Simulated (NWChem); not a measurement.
HTeSeF; SMILES [SeH][Te]F

```xyz
4

Te    -0.2662     0.8359    -0.0031
F      1.6033     1.4895    -0.0232
Se     0.0250    -1.6496    -0.0450
H      0.1301    -1.8742     1.4297
```
Atoms are numbered in this order, from 1.

Level: PBE-D3(BJ)/def2-SVP with def2 effective core potentials on Te (NWChem), optimised geometry, unscaled harmonic frequencies. This build's default masses of Se (78.918 u) and Br (79.917 u) are each other's, which moves their modes by up to 0.6 %. def2 effective core potentials on Te; no spin-orbit coupling.

| frequency (cm⁻¹) | IR intensity (km/mol) |
|---|---|
| 132 | 3.7 |
| 248 | 4.4 |
| 354 | 8.1 |
| 568 | 55.3 |
| 670 | 10.1 |
| 2283 | 16.9 |

| Property | Value |
|---|---|
| zero-point energy | 6.1 kcal/mol |
| thermal correction to the enthalpy at 298.15 K (with zero-point energy) | 9.6 kcal/mol |
| heat capacity Cv | 13.2 cal/(mol K) |
| entropy at 298.15 K and 1 atm (symmetry number 1) | 76.3 cal/(mol K) |

Rigid rotor and harmonic oscillator.
